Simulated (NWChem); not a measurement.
System: BH3S; SMILES BS

The following NWChem deck was run.

```
start job
memory heap 200 mb stack 900 mb global 1100 mb
geometry units angstroms noautosym nocenter noautoz
  B      0.007809    -1.204002     0.000000
  H      1.069752    -1.772711     0.000000
  H     -1.044094    -1.789648     0.000000
  S      0.083559     0.563364     0.000000
  H     -1.240694     0.836780     0.000000
end
basis spherical
  * library def2-svpd
end
dft
  xc b3lyp
  iterations 150
end
property
  response 1 0.0
end
task dft property
```

The geometry was optimised at PBE0/def2-SVP.

Static field.

Q: What results follow from this input? (B3LYP/def2-SVPD.) Quantities: isotropic polarisability (bohr³); anisotropy (bohr³).

A: 
```
Item                              Result
--------------------------------  ------
isotropic polarisability (bohr³)    38.2
anisotropy (bohr³)                  15.1
```
